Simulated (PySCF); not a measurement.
H3FS3Si, SMILES F[Si](S)(S)S, singlet, PBE0/def2-SVP optimised geometry.

```
8

F     -1.37     0.77     0.00
Si    -0.84    -0.77     0.00
S     -1.56    -1.75    -1.74
S      1.28    -0.77     0.00
S     -1.56    -1.75     1.74
H     -2.84    -1.38    -1.53
H      1.37     0.09    -1.05
H     -1.14    -0.78     2.58
```

Density from PySCF with PBE0/def2-TZVP at that geometry.

Minimum of the electron density along straight lines between bonded atoms, close to the bond critical point (lines longer than 1.1 times the sum of covalent radii, or with two minima, are not listed):

| bond | length / Å | ρ at the minimum / e bohr⁻³ | ∇²ρ there / e bohr⁻⁵ | position (fraction from the first atom) |
|---|---|---|---|---|
| F1–Si2 | 1.624 | … | … | 0.58 |
| Si2–S3 | 2.121 | 0.105 | 0.08 | 0.36 |
| Si2–S4 | 2.121 | 0.105 | 0.08 | 0.36 |
| Si2–S5 | 2.121 | 0.105 | 0.08 | 0.36 |
| S3–H6 | 1.354 | 0.209 | -0.58 | 0.65 |
| S4–H7 | 1.354 | 0.209 | -0.58 | 0.65 |
| S5–H8 | 1.354 | 0.209 | -0.58 | 0.65 |

**Question.** What belongs in the gaps?

**Answer.** 
- F1–Si2, ρ at the minimum / e bohr⁻³: 0.132
- F1–Si2, ∇²ρ there / e bohr⁻⁵: 0.90
